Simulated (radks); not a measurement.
Task: The mean radii <r> (bohr) of the occupied orbitals of an atom or ion are listed with their occupations. Calculated with a radial shooting solver on a logarithmic mesh with Libxc functionals: Dirac Kohn-Sham, BLYP, spin-unpolarised, spherical densities, finite nucleus; Fermi nuclear charge, rms radius of each element as measured or else 0.836 A^(1/3) + 0.57 fm.

| orbital | occ. | <r> |
|---|---|---|
| 1s1/2 | 2 | 0.03111 |
| 2s1/2 | 2 | 0.1345 |
| 2p1/2 | 2 | 0.1141 |
| 2p3/2 | 4 | 0.1192 |
| 3s1/2 | 2 | 0.3681 |
| 3p1/2 | 2 | 0.3596 |
| 3p3/2 | 4 | 0.3705 |
| 3d3/2 | 4 | 0.3430 |
| 3d5/2 | 6 | 0.3465 |
| 4s1/2 | 2 | 0.8821 |
| 4p1/2 | 2 | 0.9291 |
| 4p3/2 | 4 | 0.9537 |
| 4d3/2 | 1.6 | 1.095 |
| 4d5/2 | 2.4 | 1.104 |
| 5s1/2 | 1 | 1.938 |

Name the element and its charge. Open shells, if any, are shared by 2j + 1.

Result: Z = 47, silver, charge +6: Ag6+ in [Kr] 4d4 5s1. The 1s radius gives Z: for a bare nucleus <r> = (2 gamma + 1)/(2Z) with gamma = sqrt(1 - (Z/c)^2), 0.03062 bohr for Z = 47, and screening makes it slightly larger (0.03111 here). The occupations add up to 41, and the charge is Z minus that.
